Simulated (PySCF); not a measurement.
# How methods differ on the excitation energy of Br²⁺

Br²⁺ [Ar] 3d10 4s2 4p3 (4S) → Br²⁺ [Ar] 3d10 4s1 4p3 5s1 (6S), as a difference of total energies. All numbers are calculated (PySCF 2.14, scalar relativity through the core potential, in aug-cc-pVQZ-PP with ECP10MDF). Correlated levels: valence: 3s2 3p6 3d10 frozen. The calculations carry no spin-orbit coupling.

| method | excitation energy (eV) |
| --- | --- |
| UHF | 25.843 |
| MP2 (valence) | 27.255 |
| SCS-MP2 (valence) | 27.821 |
| CCSD (valence) | 27.396 |
| CCSD(T) (valence) | 27.452 |

Task: How much does correlation contribute at CCSD(T) (valence)?

Result: 27.452 − (25.843) = 1.609 eV, measured against UHF.

The promoted electron is Rydberg-like, and one or two diffuse shells describe it only roughly, which tends to raise the upper state.
